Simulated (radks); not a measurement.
Species: the tungsten ion W2+. Configuration: [Xe] 4f14 5d4. Calculated with a radial shooting solver on a logarithmic mesh with Libxc functionals: non-relativistic Kohn-Sham, TPSS, spin-polarised, spherical densities, point nucleus; open shells are filled with parallel spins first (spin-orbit coupling, left out, can overturn this in heavy ions); meta-GGA in the generalised Kohn-Sham scheme; relativity is left out, which matters for an element this heavy.

Local quantities along the radius. ELF = 1/(1 + alpha^2) is the electron localisation function; alpha = (tau - tau_W)/tau_unif compares the Pauli kinetic energy density with that of the uniform gas (summed over spins).

r (bohr),ELF,alpha
0.0006791,1.000,0.02174
0.0009058,0.999,0.02274
0.001218,0.999,0.02419
0.001624,0.999,0.02623
0.002166,0.999,0.02923
0.002889,0.999,0.03378
0.003885,0.998,0.04124
0.005181,0.997,0.05351
0.00691,0.994,0.07571
0.009291,0.985,0.1215
0.01239,0.954,0.2208
0.01653,0.827,0.4566
0.02204,0.522,0.9576
0.02964,0.328,1.432
0.03953,0.457,1.090
0.05272,0.687,0.6748
0.07088,0.678,0.6893
0.09454,0.422,1.170
0.1261,0.433,1.145
0.1682,0.688,0.6727
0.2261,0.557,0.8909
0.3016,0.278,1.613
0.4022,0.633,0.7617
0.5408,0.693,0.6648
0.7213,0.385,1.263
0.962,0.358,1.340
1.283,0.653,0.7283
1.725,0.593,0.8292
2.301,0.317,1.467
3.069,0.101,2.982
4.126,0.014,8.302
5.503,0.001,39.42

On this mesh the ELF has minima near r = 0.030, 0.11, 0.30, 0.83 bohr, which separate the shells, and maxima near 0.061 (0.72), 0.20 (0.69), 0.46 (0.72), 1.5 (0.67).
